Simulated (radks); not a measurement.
Charge is removed step by step from the 3p down level of Nb, starting from [Ne] 3s2 3p(up 3, down 3) 3d10 4s2 4p6 4d4 5s1. Method: scalar-relativistic Kohn-Sham, SCAN, spin-polarised, spherical densities, finite nucleus; open shells are filled with parallel spins first (spin-orbit coupling, left out, can overturn this in heavy ions); meta-GGA in the generalised Kohn-Sham scheme; Fermi nuclear charge, rms radius 4.324 fm; computed with a radial shooting solver on a logarithmic mesh with Libxc functionals.

| removed (e) | E - E(0) (eV) | eigenvalue (eV) | E minus straight line (eV) |
|---|---|---|---|
| 0 | 0.000 | -352.03 | 0.000 |
| 0.25 | 88.728 | -358.40 | -2.492 |
| 0.5 | 179.11 | -364.98 | -3.328 |
| 0.75 | 271.15 | -371.74 | -2.510 |
| 1 | 364.88 | -378.66 | 0.000 |

Removing the whole electron costs 364.88 eV by Delta-SCF, against 352.03 eV from minus the eigenvalue at the starting occupation. Slater's transition state (half an electron removed) gives 364.98 eV. Integrating minus the eigenvalue over the occupation (Janak's theorem) gives 365.10 eV. In this scalar-relativistic scheme the density is built from large components alone, so the theorem holds only approximately. The mean slope of the eigenvalue, de/dn, is 26.6 eV per electron.
